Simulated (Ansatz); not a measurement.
Geometry optimisation, RKS B3LYP/def2-SVP in Ansatz.

Input file:

```yaml
crystal:
  periodic: [false, false, false]
  atoms:
    - { symbol: Ga, position_ang: [0.0, 0.0, 0.0] }
    - { symbol: "N", position_ang: [0.0, 0.0, 1.93] }
    - { symbol: H, position_ang: [-0.877, -0.2713, 2.46] }
    - { symbol: H, position_ang: [0.877, 0.2713, 2.46] }
    - { symbol: H, position_ang: [1.3596, 0.0, -0.785] }
    - { symbol: H, position_ang: [-1.3596, 0.0, -0.785] }
basis:
  gaussian: { orbitals: def2-SVP }
hamiltonian:
  xc: b3lyp
relax:
  f_tol: 0.02
  max_steps: 40
```

Launched with:

```bash
$ ansatz run input.yaml --threads 1 --pin off --max-ram 2048MiB --backend cpu --events-out ev --progress --plain --runs-dir out
```

Question: Where does it end, and by what steps?

Answer: It converged. After 5 steps the energy has fallen by 0.319 eV; H3 moved furthest, 0.21 Å.

```
step  energy less start (eV)  largest force component (eV/Å)  accepted
   0                  0.0000                           1.768       yes
   1                 -0.2583                           1.114       yes
   2                 -0.2955                           0.747       yes
   3                 -0.3168                           0.205       yes
   4                 -0.3180                           0.090       yes
   5                 -0.3188                           0.004       yes
```

```xyz
6
Properties=species:S:1:pos:R:3
Ga 0.000 0.000 0.013
N 0.000 0.000 1.833
H -0.835 -0.074 2.405
H 0.835 0.074 2.405
H 1.394 0.124 -0.688
H -1.394 -0.124 -0.688
```

The run took 14 s on 1 thread of AMD EPYC 7R43 64-Core Processor (Zen 3), on a shared host, peak memory 0.14 GiB.
